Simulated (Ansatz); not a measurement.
Ansatz (a quantum-chemistry and plane-wave program) input (B3LYP/6-31G*):

Ansatz 0.2 input:
```yaml
crystal:
  periodic: [false, false, false]
  atoms:
    - {symbol: Si, position_ang: [1.20134570, -0.12175176, 0.01440096]}
    - {symbol: Si, position_ang: [-1.16713728, 0.12053333, -0.02292851]}
    - {symbol: H, position_ang: [2.14364792, 0.96965814, 0.35426122]}
    - {symbol: H, position_ang: [1.91095088, -1.39682183, -0.24108064]}
    - {symbol: H, position_ang: [-1.49144885, -0.20248999, 1.38784838]}
    - {symbol: H, position_ang: [-1.40221664, 1.53170242, -0.38683457]}
    - {symbol: H, position_ang: [-1.63985117, -0.88499073, -0.99480871]}
basis:
  gaussian:
    orbitals: 6-31G*
hamiltonian:
  xc: {name: B3LYP}
total_charge: 1
phonons: {temperatures: {t_min: 298.15, t_max: 298.15, t_step: 100}}
```

Task: Which harmonic wavenumbers does it give?

Result: 35, 351, 364, 406, 611, 676, 820, 906, 916, 977, 2268, 2289, 2314, 2329, 2338 cm⁻¹ (unscaled; negative means imaginary).
